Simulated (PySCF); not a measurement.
Input for PySCF: R-HF/STO-3G on BF2H3Si (SMILES FB(F)[SiH3]), a point of a torsion scan.

```python
from pyscf import gto, scf, dft, mp
from pyscf.data.elements import chemcore

mol = gto.M(
    atom='''
    F     1.83450843   -1.21860534    0.00400817
    B     1.15286541   -0.08696858    0.00231938
    F     1.95260511    0.96454722   -0.02096362
    Si   -0.82705011    0.03085115    0.03142978
    H    -1.46580606   -1.28738005    0.05542472
    H    -1.30775194    0.76590082    1.20687206
    H    -1.34426097    0.74057993   -1.14406398
    ''',
    basis='sto-3g',
    charge=0, spin=0, verbose=3, max_memory=1800)
mf = scf.RHF(mol)
mf.conv_tol = 1e-8
mf.max_cycle = 100
mf.kernel()
if not mf.converged:
    mf = mf.newton().run(mf.mo_coeff, mf.mo_occ)
```

Problem. What total energy does the run end on?

Solution. -507.9104 hartree.
